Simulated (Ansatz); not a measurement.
`C[SiH2]B[SiH3]` + H–F → `FB[SiH3]` + `C[SiH3]`  (cleavage of the B–Si bond)

Isolated molecules relaxed with PBE0-D4/def2-TZVP in Ansatz; ΔE leaves out vibrations. CCSD(T)/CBS adds triple-zeta CCSD(T) − MP2 to the extrapolated MP2 energy (def2 sets, frozen cores). This one scheme is used for every species. Functionals use def2-TZVPP. One conformer a species, not always the lowest.

`C[SiH2]B[SiH3]`:

```xyz
13

C    -1.181    1.072    1.123
Si    0.549    0.363    1.280
B     1.114   -0.854   -0.211
Si    0.181   -0.920   -1.983
H    -1.303    1.587    0.168
H    -1.931    0.280    1.177
H    -1.386    1.786    1.924
H     0.715   -0.279    2.616
H     1.556    1.471    1.204
H     2.052   -1.577   -0.027
H    -0.908   -1.928   -1.787
H     1.017   -1.368   -3.130
H    -0.474    0.366   -2.355
```

H–F:

```xyz
2

F     0.129    0.442   -0.008
H    -0.129   -0.442    0.008
```

`FB[SiH3]`:

Z-matrix (Å, degrees):
```
Si
B 1 2.035
H 1 1.487 2 113.6
H 1 1.490 2 109.0 3 -121.9
H 1 1.491 2 108.5 3 121.3
F 2 1.321 1 121.0 3 -4.0
H 2 1.203 1 122.9 3 176.3
```

`C[SiH3]`:

Cartesian coordinates in Å:
```
C -0.135 0.975 -0.077
Si 0.120 -0.873 0.069
H 0.804 1.478 -0.320
H -0.509 1.390 0.862
H -0.857 1.206 -0.862
H 0.633 -1.435 -1.210
H -1.160 -1.556 0.398
H 1.104 -1.185 1.141
```

Q: Is it downhill or uphill in electronic energy at CCSD(T)/CBS, and by how much? (Best estimate.)

A: Ansatz gave: Downhill: ΔE = -145.9 kJ/mol.

Q: What do these levels give: PBE-D4, ωB97X-V, ωB97M-V, PBE, PBE0, HF/def2-TZVPP, MP2/def2-TZVPP, CCSD(T)/def2-TZVPP, HF/def2-QZVPP, MP2/def2-QZVPP, MP2/CBS(def2), CCSD/CBS(def2)? (Estimate.)

A: Computed: PBE-D4 -141.9, ωB97X-V -155.9, ωB97M-V -158.0, PBE -149.1, PBE0 -148.9, HF/def2-TZVPP -178.5, MP2/def2-TZVPP -153.2, CCSD(T)/def2-TZVPP -151.2, HF/def2-QZVPP -179.1, MP2/def2-QZVPP -150.3, MP2/CBS(def2) -147.9, CCSD/CBS(def2) -148.2 kJ/mol.

Largest T1 diagnostic among the species: 0.014.

In def2-TZVPP, CCSD(T) changes the Hartree–Fock value by +27.3 kJ/mol (the triples alone add +2.3 kJ/mol) and MP2 by +25.3 kJ/mol. The D4 term adds +11.4 kJ/mol with B3LYP and +6.6 kJ/mol with PBE0; it sums over pairs of atoms, weighted by their polarisabilities, and B3LYP, whose exchange is more repulsive, gets the larger term.

B3LYP here is the variant with VWN-RPA as its local correlation; programs differ in this.
